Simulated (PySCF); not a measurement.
Excited states of Te⁶⁺ (tellurium, charge +6)

Ground state [Kr] 4d10, ¹S. All numbers are calculated (PySCF 2.14, scalar relativity by spin-free X2C-1e, in x2c-SVPall with two added diffuse shells each of s, p type (8s7p3d, 44 functions)). Vertical excitation energies in eV without spin-orbit coupling; excited terms of each kind are numbered among those the solver found. Frozen: [Kr].

```json
{"term": "1 3D", "leading excitation": "4d → s", "EOM-EE-CCSD": "41.543"}
{"term": "1 1D", "leading excitation": "4d → s", "EOM-EE-CCSD": "42.333"}
{"term": "1 3P°", "leading excitation": "4d → p", "EOM-EE-CCSD": "53.791"}
{"term": "1 3F°", "leading excitation": "4d → p", "EOM-EE-CCSD": "54.490"}
{"term": "1 1F°", "leading excitation": "4d → p", "EOM-EE-CCSD": "54.981"}
{"term": "1 1D°", "leading excitation": "4d → p", "EOM-EE-CCSD": "55.679"}
{"term": "1 3D°", "leading excitation": "4d → p", "EOM-EE-CCSD": "55.682"}
{"term": "1 1P°", "leading excitation": "4d → p", "EOM-EE-CCSD": "55.783"}
{"term": "1 3F", "leading excitation": "4d → d", "EOM-EE-CCSD": "75.370"}
{"term": "1 3G", "leading excitation": "4d → d", "EOM-EE-CCSD": "75.370"}
{"term": "1 1G", "leading excitation": "4d → d", "EOM-EE-CCSD": "75.476"}
```

The spin-orbit splitting of the hole, absent here, rivals or exceeds the spacing of these terms, so the LS terms are model states.

The solver can miss terms.
